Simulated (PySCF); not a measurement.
# Two probes of the same atoms: core binding energy and nuclear shielding

Species: C₄H₉NSSi₂.
Bonds: Si1–N2, N2–Si3, N2–C4, C4–C5 (aromatic), C5–C6 (aromatic), C6–C7 (aromatic), C7–S8 (aromatic), C4–S8 (aromatic). Hydrogens: H9, H10, H11 on Si1; H12, H13, H14 on Si3; H15 on C5; H16 on C6; H17 on C7.

Binding energies: delta-SCF UKS SCAN, pcX-2 on the ionised atom, pcseg-1 elsewhere, spin-free X2C (PySCF). Shieldings: GIAO B3LYP/pcSseg-1, non-relativistic, same geometry.

| atom | isotropic shielding (ppm) |
| --- | --- |
| C4 | 14.2 |
| C5 | 68.3 |
| C6 | 47.7 |
| C7 | 58.6 |

Q: What are the C 1s binding energies of these atoms?

A: 
```json
{"atom": "C5", "environment": "aromatic CH carbon", "C 1s (eV)": "289.81", "isotropic shielding (ppm)": "68.3"}
{"atom": "C6", "environment": "aromatic CH carbon", "C 1s (eV)": "290.13", "isotropic shielding (ppm)": "47.7"}
{"atom": "C7", "environment": "aromatic CH next to a ring sulfur", "C 1s (eV)": "290.14", "isotropic shielding (ppm)": "58.6"}
{"atom": "C4", "environment": "aromatic carbon bearing nitrogen", "C 1s (eV)": "291.62", "isotropic shielding (ppm)": "14.2"}
```

Q: Among the listed atoms, is the one with the highest binding energy also the least shielded?

A: Yes: C4 has both (291.62 eV, 14.2 ppm).

By binding energy: C5 < C6 ≈ C7 < C4. By shielding: C4 < C6 < C7 < C5.

Geometry: PBE0-D3(BJ)/def2-SVP; no solvent, vibrations or thermal averaging.

Conformer computed: `[SiH3:1][N:2]([SiH3:3])[c:4]1[cH:5][cH:6][cH:7][s:8]1`: Si1–N2–C4–C5 8°.
